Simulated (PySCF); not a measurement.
An element was calculated at PBE (PySCF 2.14, spin-free X2C, a triple-zeta basis, no spin-orbit coupling), in the ground configurations that NIST lists.

| Property | Result |
| --- | --- |
| electron affinity | 1.227 eV |
| first ionisation energy | 6.385 eV |
| second ionisation energy | 15.338 eV |
| third ionisation energy | 29.809 eV |
| polarisability of the atom | 90.9 bohr³ |

Which element is it?

Vanadium (V, Z = 23), in aug-cc-pwCVTZ-DK. NIST lists 6.746, 14.634 ± 0.007, 29.311 eV for these ionisation energies.
